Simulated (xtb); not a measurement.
Cl₄Ge, charge -1, doublet, geometry from GFN2-xTB (a state made from the parent by changing its charge; the spin is typed, not shown lowest); GFN0-xTB run with xtb 6.7.1.

xtb was given this input:
```
$ xtb mol.xyz --gfn 0 --chrg -1 --uhf 1 --grad --json

# file mol.xyz
5

Cl    -0.73927498    -1.61454827    -1.82718074
Ge    -0.19848263    -0.16397815     0.08629560
Cl     2.05412351    -0.43159502     0.15916763
Cl    -0.31402701     1.86919085    -0.91572080
Cl    -0.62720716     0.48561719     2.42129515
```

The log (banner, timings and long lists left out):

```
   ID    Z sym.   atoms
    1   17 Cl     1, 3-5
    2   32 Ge     2

           -------------------------------------------------
          |                Calculation Setup                |
           -------------------------------------------------

           -------------------------------------------------
          |                 G F N 0 - x T B                 |
           -------------------------------------------------

          ...................................................
          :                      SETUP                      :
          :.................................................:
          :  # basis functions                  50          :
          :  # atomic orbitals                  45          :
          :  # shells                           15          :
          :  # electrons                        33          :
          :  electronic temp.          300.0000000     K    :
          :  accuracy                    1.0000000          :
          :  -> integral cutoff          0.2500000E+02      :
          :  -> integral neglect         0.1000000E-07      :
          ...................................................

         :::::::::::::::::::::::::::::::::::::::::::::::::::::
         ::                     SUMMARY                     ::
         :::::::::::::::::::::::::::::::::::::::::::::::::::::
         :: total energy             -20.690296297968 Eh    ::
         :: gradient norm              0.025310368746 Eh/a0 ::
         :: HOMO-LUMO gap              4.013189897652 eV    ::
         ::.................................................::
         :: H0 energy                -19.352675425661 Eh    ::
         :: repulsion energy           0.003442412108 Eh    ::
         :: electrostat energy        -1.338713718143 Eh    ::
         :: -> Gsolv                   0.000000000000 Eh    ::
         ::    -> Gsasa                0.000000000000 Eh    ::
         ::    -> Gshift               0.000000000000 Eh    ::
         :: dispersion energy         -0.002349566273 Eh    ::
         :: short-range corr.          0.000000000000 Eh    ::
         :: add. restraining           0.000000000000 Eh    ::
         :: total charge              -1.000000000000 e     ::
         :::::::::::::::::::::::::::::::::::::::::::::::::::::

           -------------------------------------------------
          |                Property Printout                |
           -------------------------------------------------

    * Orbital Energies and Occupations

         #    Occupation            Energy/Eh            Energy/eV
      -------------------------------------------------------------
         1        2.0000           -0.9699169             -26.3928
       ...           ...                  ...                  ...
         5        2.0000           -0.6062017             -16.4956
         6        2.0000           -0.4808643             -13.0850
         7        2.0000           -0.4772530             -12.9867
         8        2.0000           -0.4724508             -12.8560
         9        2.0000           -0.4588337             -12.4855
        10        2.0000           -0.4548176             -12.3762
        11        2.0000           -0.4545818             -12.3698
        12        2.0000           -0.4461766             -12.1411
        13        2.0000           -0.4447777             -12.1030
        14        2.0000           -0.4432834             -12.0624
        15        2.0000           -0.4429914             -12.0544
        16        2.0000           -0.4428867             -12.0516
        17        1.0000           -0.3459751              -9.4145 (HOMO)
        18                         -0.1984931              -5.4013 (LUMO)
        19                         -0.1776315              -4.8336
        20                         -0.1706258              -4.6430
        21                         -0.0655254              -1.7830
        22                         -0.0648924              -1.7658
        23                         -0.0639828              -1.7411
        24                         -0.0623667              -1.6971
        25                         -0.0622268              -1.6933
        26                         -0.0620403              -1.6882
        27                         -0.0615552              -1.6750
        28                         -0.0613896              -1.6705
       ...                                ...                  ...
        45                          1.0057927              27.3690
      -------------------------------------------------------------
                  HL-Gap            0.1474820 Eh            4.0132 eV
             Fermi-level            0.0000000 Eh            0.0000 eV

     #   Z          covCN         q      C6AA      α(0)
     1  17 Cl       0.726    -0.422   110.567    16.071
     2  32 Ge       3.049     0.626   213.142    28.071
     3  17 Cl       0.799    -0.391   109.646    16.006
     4  17 Cl       0.799    -0.391   109.646    16.006
     5  17 Cl       0.726    -0.422   110.567    16.071

 Mol. C6AA /au·bohr⁶  :       3173.935071
 Mol. C8AA /au·bohr⁸  :     167468.213923
 Mol. α(0) /au        :         92.224390

Wiberg/Mayer (AO) data.
largest (>0.10) Wiberg bond orders for each atom

 ---------------------------------------------------------------------------
     #   Z sym  total        # sym  WBO       # sym  WBO       # sym  WBO
 ---------------------------------------------------------------------------
     1  17 Cl   0.920 --     2 Ge   0.723
     2  32 Ge   3.407 --     3 Cl   0.980     4 Cl   0.980     5 Cl   0.723
                             1 Cl   0.723
     3  17 Cl   1.165 --     2 Ge   0.980
     4  17 Cl   1.165 --     2 Ge   0.980
     5  17 Cl   0.920 --     2 Ge   0.723
 ---------------------------------------------------------------------------

Topologies differ in total number of bonds
Writing topology from bond orders to xtbtopo.mol

 dipole moment from electron density (au)
     X       Y       Z
   0.3147   0.2600  -0.1368  total (Debye):    1.094

           -------------------------------------------------
          | TOTAL ENERGY              -20.690296297968 Eh   |
          | GRADIENT NORM               0.025310368746 Eh/α |
          | HOMO-LUMO GAP               4.013189897652 eV   |
           -------------------------------------------------

normal termination of xtb
```
